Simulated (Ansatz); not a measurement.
PBE exchange is replaced step by step with exact exchange (0 % is PBE, 25 % PBE0; no dispersion term), basis def2-SVP, Ansatz. System: Al7P8H22⁺, a nanocrystal cut from wurtzite AlP (hydrogen-capped). The state is a singlet with charge 1. Geometry: PBE-D4/def2-SVP.

Geometry of the singlet:

Cartesian coordinates in Å:
```
Al -1.158 1.503 4.047
P 1.272 1.453 3.784
P -1.786 1.202 1.708
Al -0.461 1.965 -0.136
Al 2.036 -0.270 2.293
P 1.635 0.776 0.173
P -1.301 1.045 -2.183
Al -0.117 1.170 -4.313
Al 2.535 -0.426 -1.696
P 2.174 1.168 -3.458
Al -2.129 -1.131 1.985
P 0.170 -1.831 2.407
P -2.549 -2.026 -0.237
Al -1.587 -1.306 -2.351
P 0.740 -2.011 -2.140
H -1.705 2.823 4.742
H -1.324 -0.015 4.592
H 1.896 2.670 3.371
H 1.899 1.280 5.057
H -3.090 1.773 1.558
H -0.225 3.540 -0.171
H 3.453 -0.953 2.517
H 2.589 1.847 0.250
H -2.597 1.613 -2.402
H -0.465 2.426 -5.221
H -0.157 -0.387 -4.761
H 3.958 -1.109 -1.513
H 2.687 2.420 -3.000
H 3.093 0.905 -4.520
H -3.198 -1.683 3.020
H 0.218 -2.522 3.656
H 0.509 -2.924 1.547
H -3.942 -1.752 -0.423
H -2.635 -3.454 -0.190
H -2.373 -1.949 -3.570
H 0.849 -3.030 -1.140
H 1.086 -2.798 -3.281
```

| exact exchange (%) | HOMO (eV) | LUMO (eV) | gap (eV) |
| --- | --- | --- | --- |
| 5 | -9.52 | -4.97 | 4.55 |
| 10 | -9.73 | -4.83 | 4.90 |
| 15 | -9.94 | -4.68 | 5.26 |
| 25 | -10.37 | -4.39 | 5.97 |
| 35 | -10.80 | -4.11 | 6.69 |
| 50 | -11.45 | -3.68 | 7.78 |

(1) Fit a straight line to the column «gap (eV)» against the share of exact exchange and predict its value at 0 %.

## Answers

(1) With x = exact exchange (%) and y = gap (eV): mean x = 23.33, mean y = 5.858; Σ(x − x̄)(y − ȳ) = 102.9, Σ(x − x̄)² = 1433; slope b = 0.07181, intercept a = ȳ − b·x̄ = 4.183. The residuals of the fitted rows reach 0.01. At x = 0 the line gives 4.183 + (0.07181 × 0) = 4.18; the run gave 4.19, 0.01 more than the line.
